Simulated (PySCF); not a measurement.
**Ni²⁺ (nickel, charge +2): UHF calculation**

Configuration: [Ar] 3d7 4s1, high-spin 5F determinant (an excited configuration). Calculation: PySCF 2.14, in STO-3G (4s3p1d, 18 functions); no relativity, point nucleus.

- Total energy: -1489.468314 hartree
- One-electron energy: -2047.7549 hartree
- Hartree (Coulomb) energy: 619.8776 hartree
- Exchange energy: -61.5909 hartree
- Kinetic energy: 1484.39589 hartree
- ⟨S²⟩: 6.0003
- ⟨L²⟩: 12.000
- Sum of ⟨r⟩: 16.55 bohr
- Sum of ⟨r²⟩: 20.18 bohr²
- Density at the nucleus (Gaussians lack the cusp): 9810 bohr⁻³
- Spin density at the nucleus: 2.25 bohr⁻³
- Langevin diamagnetic susceptibility: -16.0 ×10⁻⁶ cm³/mol

```json
{"shell": "1s α", "electrons": "1", "mean orbital energy (eV)": "-8258.0", "spread (eV)": "0", "rms radius, mean of both spins (bohr)": "0.0640"}
{"shell": "1s β", "electrons": "1", "mean orbital energy (eV)": "-8257.9", "spread (eV)": "0", "rms radius, mean of both spins (bohr)": "0.0640"}
{"shell": "2s α", "electrons": "1", "mean orbital energy (eV)": "-1039.3", "spread (eV)": "0", "rms radius, mean of both spins (bohr)": "0.263"}
{"shell": "2s β", "electrons": "1", "mean orbital energy (eV)": "-1037.2", "spread (eV)": "0", "rms radius, mean of both spins (bohr)": "0.263"}
{"shell": "2p α", "electrons": "3", "mean orbital energy (eV)": "-920.56", "spread (eV)": "0", "rms radius, mean of both spins (bohr)": "0.241"}
{"shell": "2p β", "electrons": "3", "mean orbital energy (eV)": "-918.54", "spread (eV)": "0", "rms radius, mean of both spins (bohr)": "0.241"}
{"shell": "3s α", "electrons": "1", "mean orbital energy (eV)": "-157.49", "spread (eV)": "0", "rms radius, mean of both spins (bohr)": "0.816"}
{"shell": "3s β", "electrons": "1", "mean orbital energy (eV)": "-147.90", "spread (eV)": "0", "rms radius, mean of both spins (bohr)": "0.816"}
{"shell": "3p α", "electrons": "3", "mean orbital energy (eV)": "-115.46", "spread (eV)": "0", "rms radius, mean of both spins (bohr)": "0.837"}
{"shell": "3p β", "electrons": "3", "mean orbital energy (eV)": "-103.88", "spread (eV)": "0", "rms radius, mean of both spins (bohr)": "0.837"}
{"shell": "3d α", "electrons": "5", "mean orbital energy (eV)": "-35.800", "spread (eV)": "1.669", "rms radius, mean of both spins (bohr)": "0.861"}
{"shell": "3d β", "electrons": "2", "mean orbital energy (eV)": "-30.954", "spread (eV)": "0", "rms radius, mean of both spins (bohr)": "0.861"}
{"shell": "4s α", "electrons": "1", "mean orbital energy (eV)": "-24.740", "spread (eV)": "0", "rms radius, mean of both spins (bohr)": "2.99"}
```

Spin-orbit constants ζ (cm⁻¹) from the X2C one-electron operator on these orbitals (non-relativistic here): bare nucleus, nucleus screened by l(l+1)(2l+1)/3 electrons, and screened by the Breit-Pauli mean field of the electrons.

```tsv
shell	bare	screened nucleus	mean field
2p	75870	70450	67080
3p	8317	7723	7257
3d	856.6	550.7	443.9
```

To first order the Landé constant is A = -111.0 cm⁻¹, so the lowest level has J = 5 and lies 0.0825 eV below the centre of the term. This holds in LS coupling only.
